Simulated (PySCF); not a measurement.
[Ce(H2O)6]4+ relaxed at several levels

Computed with PySCF 2.14.0, def2-SVP on the ligands, density fitting, scalar-relativistic core potentials, no spin-orbit coupling, vacuum. Each row is relaxed at its own level from the same template. Distances are means of the shortest metal–ligand contacts, charges and spins Mulliken's; removal energies are rigid, with the ligand's formal charge and no counterpoise, so too large; for an anion taken off a cation in vacuum most of it is the attraction of opposite charges, and multiply charged cations can part far more cheaply with an electron moved from ligand to metal. lcecp potentials hold a fixed number of 4f electrons in the core, out of states, spins and gaps.

```json
{"level": "PBE0", "basis on the metal": "lcecp-2-SVP with ECP46", "point group": "Th", "M–H2O (Å)": "2.332", "charge on M (e)": "1.97", "removal of one H2O (eV)": "3.86", "strongest infrared band, degenerate modes summed (cm⁻¹)": "–", "unstable modes (below −25 cm⁻¹)": "not given"}
```

**Question.** What does the calculation give for PBE, lcecp-2-SVP with ECP46?

**Answer.** point group: nearly Th, M–H2O (Å): 2.348, charge on M (e): 1.69, removal of one H2O (eV): 3.88, strongest infrared band, degenerate modes summed (cm⁻¹): 3398, unstable modes (below −25 cm⁻¹): 0.
```xyz
19

Ce    0.0000    0.0000    0.0000
O     0.0000    0.0000    2.3485
H     0.0075    0.7811    2.9748
H    -0.0075   -0.7811    2.9748
O     0.0000    0.0000   -2.3485
H     0.0075   -0.7811   -2.9748
H    -0.0075    0.7811   -2.9748
O     2.3483    0.0000    0.0000
H     2.9747   -0.0114    0.7815
H     2.9747    0.0114   -0.7815
O     0.0000    2.3485    0.0000
H     0.7807    2.9747   -0.0205
H    -0.7807    2.9747    0.0205
O    -2.3483    0.0000    0.0000
H    -2.9747    0.0114    0.7815
H    -2.9747   -0.0114   -0.7815
O     0.0000   -2.3485    0.0000
H    -0.7807   -2.9747   -0.0205
H     0.7807   -2.9747    0.0205
```

Moved off a saddle point of the template and relaxed again: PBE, PBE0. One start shape was tried for each, so a minimum needn't be the lowest isomer.
